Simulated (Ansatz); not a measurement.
Coupled-cluster diagnostics for Al₃Ni (the lowest doublet isomer of a short search), Ansatz.

Geometry of the doublet (r2SCAN-D4/def2-SVP):

| atom | x (Å) | y (Å) | z (Å) |
| --- | --- | --- | --- |
| Ni1 | 0.728 | 0.382 | -0.875 |
| Al2 | 0.056 | -1.582 | -0.097 |
| Al3 | 0.633 | 0.585 | 1.331 |
| Al4 | -1.417 | 0.614 | -0.360 |

Correlated methods freeze 20 core orbitals; core or outer-core shells of Ni are correlated, in sets that lack core-valence functions. The structure comes from a short search, and lower isomers may exist.

Geometry of the charge 0 quartet (r2SCAN-D4/def2-SVP):

```csv
atom,x (Å),y (Å),z (Å)
Ni1,-0.565,-0.948,-0.693
Al2,0.491,-0.469,1.356
Al3,1.335,0.366,-0.921
Al4,-1.261,1.052,0.257
```

Estimate the CCSD(T) correlation energy, the shares of MP2 and (T), T1 and the reference's ⟨S²⟩ for: charge 0, doublet, own geometry in def2-TZVP; charge 0, quartet, own geometry in def2-TZVP; and the rough time on 2 threads of Arm Neoverse V2 on a shared host.


```
                          state      basis  correlation (eV)  MP2 share (%)  (T) share (%)     T1  ⟨S²⟩ (pure)  wall time                      remarks
charge 0, doublet, own geometry  def2-TZVP           -24.389           99.2            6.6  0.120  1.87 (0.75)    3.1 min  large T1, spin-contaminated
charge 0, quartet, own geometry  def2-TZVP           -23.083          102.9            5.8  0.057  3.99 (3.75)    4.4 min  large T1, spin-contaminated
```
Customary marks for T1 are 0.02 (closed shells), 0.045 (open shells) and about 0.05 (3d metals). T1 exceeds 0.02 in 2 of 2 rows and 0.045 in 2; the higher it lies, the less the single-reference result can be trusted.
